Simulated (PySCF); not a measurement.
## Electron correlation in As²⁺ (arsenic, charge +2)

[Ar] 3d10 4s2 4p1, 2P determinant. All numbers are calculated (PySCF 2.14, scalar relativity by spin-free X2C-1e, in x2c-SVPall (5s4p3d, 32 functions)). Frozen: [Ar] 3d10; 3 electrons correlated.

MP2 pair energies summed by pair of shells (mhartree):

| pair | energy | share (%) |
| --- | --- | --- |
| 4s-4s | -19.98 | 58.4 |
| 4s-4p | -14.21 | 41.6 |

Total MP2 correlation energy: -34.19 mhartree.

Same-spin part -2.14 and opposite-spin part -32.05 mhartree; SCS-MP2 scales them by 1/3 and 6/5 to -39.18 mhartree.

```tsv
level	correlation energy (mhartree)
CCSD	-49.63
(T)	-0.45
CCSD(T)	-50.08
```

Diagnostics: T1 = 0.0080, D1 = 0.0192, largest double amplitude 0.097.

Q: Is a single reference adequate?

A: Mostly. T1 lies below 0.03, but a double amplitude of this size points to a near-degeneracy that CCSD handles and MP2 describes poorly.
